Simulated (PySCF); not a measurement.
PySCF job for Ba(Cl)2 anion (BaCl2), SMILES [Cl][Ba][Cl] (connectivity only; charge and spin as stated), charge -1, multiplicity 2, IEF-PCM-B3LYP/def2-SVPD. Geometry: PBE0-D3(BJ)/def2-SVPD. A frequency run showed that this geometry is not a minimum. The multiplicity is an assumed one; other spin states were not compared. The isomer is the one that the SMILES or the coordinates give; other isomers of the formula were not compared. The def2 effective core potentials stand for the cores of Ba; spin–orbit coupling is left out.

```python
import numpy as np
from pyscf import gto, scf, dft
from pyscf.solvent import pcm

mol = gto.M(
    atom='''
    Ba    0.00000000    0.00000000    0.00000000
    Cl    0.00000000    0.00000000   -2.87883897
    Cl    0.00000000    0.00000000    2.87883897
    ''',
    basis='def2-SVPD',
    ecp={'Ba': 'def2-svp'},
    charge=-1,
    spin=1,
    max_memory=1600,
    verbose=3,
)
mf = dft.UKS(mol, xc='b3lyp').density_fit(auxbasis='def2-universal-jkfit')
mf.grids.level = 3
mf.conv_tol = 1e-9
mf.max_cycle = 100
mf.kernel()
fine, coarse = mf.grids, dft.Grids(mol).set(level=1).build(with_non0tab=True)
for _ in range(3):  # follow internal instabilities
    mf.grids = coarse
    mo, _, stable, _ = mf.stability(return_status=True, nroots=4)
    mf.grids = fine
    if stable:
        break
    mf.kernel(mf.make_rdm1(mo, mf.mo_occ))
res = {}
for name, eps in {'water': 78.355, '2-propanol': 19.264, 'ethanol': 24.852}.items():
    s = mf.PCM()
    s.with_solvent.method, s.with_solvent.eps, s.with_solvent.lebedev_order = 'IEF-PCM', eps, 29
    s.kernel(mf.make_rdm1())
    res[name] = (s.e_tot, eps, s.dip_moment(), s.mo_energy, s.converged)
    print(f'{name}: electrostatic solvation free energy {(s.e_tot - mf.e_tot) * 627.509474:.3f} kcal/mol')
```

Program output:

```

WARN: HOMO -0.25570754618159 >= LUMO -0.255707546181616

converged SCF energy = -945.852972332106  <S^2> = 0.75015373  2S+1 = 2.0001537
<class 'pyscf.df.df_jk.DFUKS'> wavefunction is stable in the internal stability analysis

WARN: PCM is an experimental feature. It is still in testing.
Features and APIs may be changed in the future.

converged SCF energy = -945.931184937588  <S^2> = 0.75012642  2S+1 = 2.0001264

WARN: System has nonzero charge -1; the dipole moment is origin-dependent.
Location of origin: [0. 0. 0.]

Dipole moment(X, Y, Z, Debye): -0.00000, -0.00000, -0.00000
water: electrostatic solvation free energy -49.079 kcal/mol

WARN: PCM is an experimental feature. It is still in testing.
Features and APIs may be changed in the future.

converged SCF energy = -945.927737336985  <S^2> = 0.75012773  2S+1 = 2.0001277

WARN: System has nonzero charge -1; the dipole moment is origin-dependent.
Location of origin: [0. 0. 0.]

Dipole moment(X, Y, Z, Debye): -0.00000,  0.00000,  0.00000
2-propanol: electrostatic solvation free energy -46.916 kcal/mol

WARN: PCM is an experimental feature. It is still in testing.
Features and APIs may be changed in the future.

converged SCF energy = -945.928760880107  <S^2> = 0.75012735  2S+1 = 2.0001273

WARN: System has nonzero charge -1; the dipole moment is origin-dependent.
Location of origin: [0. 0. 0.]

Dipole moment(X, Y, Z, Debye): -0.00000, -0.00000,  0.00000
ethanol: electrostatic solvation free energy -47.558 kcal/mol
```

The run converged.
